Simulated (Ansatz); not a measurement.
System: AgCl, charge 0, multiplicity 3. The spin state was set by rule; other spins were not relaxed. 
Structure (B3LYP-D3(BJ)/def2-TZVP (Ansatz, a first-principles code) minimum search):
```xyz
2

Ag     0.0000     0.0000    -0.6711
Cl     0.0000     0.0000     1.8553
```
Charge 0, spin multiplicity 3.

Wanted: atomisation energy (electronic, to ground-state atoms), in kcal/mol. Valence correlation only, unless marked. Open shells are spin-unrestricted. No spin-orbit coupling. The frozen core is the preceding noble-gas configuration, with the filled d and f shells of earlier blocks. In def2 rows, elements after Kr have scalar-relativistic effective core potentials. The coupled-cluster limit lacks core correlation, which all-electron functionals hold. CBS marks a two-point X^-3 extrapolation of the correlation energy; Hartree-Fock from the larger set.

```
level                                        program  atomisation energy (kcal/mol)
------------------------------------  --------------  -----------------------------
PBE-D3(BJ)/def2-TZVPD                 Ansatz + dftd3                           11.0
BLYP-D3(BJ)/def2-TZVPD                Ansatz + dftd3                            9.2
revPBE-D3(BJ)/def2-TZVPD              Ansatz + dftd3                            8.3
r2SCAN-D3(BJ)/def2-TZVPD              Ansatz + dftd3                           10.4
B3LYP/def2-TZVPD                              Ansatz                            1.5
PBE0/def2-SVP                                 Ansatz                            2.8
PBE0-D3(BJ)/def2-TZVPD                Ansatz + dftd3                            2.6
PBE0/def2-TZVP                                Ansatz                            1.9
r2SCAN0-D4/def2-TZVPD                 Ansatz + dftd4                            2.5
LC-wPBE-D4/def2-TZVPD                 Ansatz + dftd4                           -0.7
RPA@PBE/def2-TZVPP                            Ansatz                           -1.8
RI-MP2/CBS(def2-TZVPP,def2-QZVPP)             Ansatz                           -3.7
CCSD/def2-SVP                                 Ansatz                           -5.3
CCSD(T)/def2-SVP                              Ansatz                           -4.3
CCSD(T)/CBS(def2-TZVPPD,def2-QZVPPD)          Ansatz                           -3.6
```
